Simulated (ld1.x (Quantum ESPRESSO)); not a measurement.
**Reading a pseudo-wave (copper (Cu))**

Columns: radius, all-electron u(r) and pseudo u(r) of the 4s shell (level -16.88 eV) of copper in the configuration [Ar] 3d9.5 4s0 4p0; PBE, scalar-relativistic, RRKJ scheme, ld1.x (Quantum ESPRESSO) 7.5.

| r (bohr) | all-electron | pseudo |
| --- | --- | --- |
| 0.115 | -0.1475 | -0.0214 |
| 0.230 | -0.1097 | -0.0439 |
| 0.345 | 0.1392 | -0.0684 |
| 0.460 | 0.2932 | -0.0962 |
| 0.575 | 0.3079 | -0.1283 |
| 0.690 | 0.2260 | -0.1661 |
| 0.805 | 0.0957 | -0.2104 |
| 0.920 | -0.0495 | -0.2620 |
| 1.035 | -0.1904 | -0.3207 |
| 1.150 | -0.3170 | -0.3850 |
| 1.265 | -0.4253 | -0.4525 |
| 1.380 | -0.5140 | -0.5190 |
| 1.495 | -0.5839 | -0.5801 |
| 1.610 | -0.6364 | -0.6315 |
| 1.725 | -0.6734 | -0.6704 |
| 1.840 | -0.6968 | -0.6957 |
| 1.955 | -0.7087 | -0.7085 |
| 2.070 | -0.7107 | -0.7107 |
| 2.185 | -0.7048 | -0.7048 |
| 2.300 | -0.6922 | -0.6922 |
| 2.415 | -0.6744 | -0.6744 |
| 2.530 | -0.6524 | -0.6524 |
| 2.645 | -0.6274 | -0.6274 |
| 2.760 | -0.6001 | -0.6001 |
| 2.875 | -0.5712 | -0.5712 |
| 2.990 | -0.5414 | -0.5414 |

Problem. How many radial nodes do the two functions have?

Solution. The all-electron 4s function has n − l − 1 = 3 (the table is too coarse to show those close to the nucleus); the pseudo-wave has 0, since the states of the same l below it are removed with the core.

Problem. At about which radius was the pseudo-wave matched?

Solution. 2.20 bohr. The columns agree to 0.0005 from 1.96 bohr on; several derivatives are matched, so the curves merge somewhat inside the radius.

Problem. Is the pseudo-wave norm-conserving?

Solution. Yes: the RRKJ scheme keeps the norm inside the radius equal to the all-electron one, which fixes the energy derivative of the logarithmic derivative at the level.
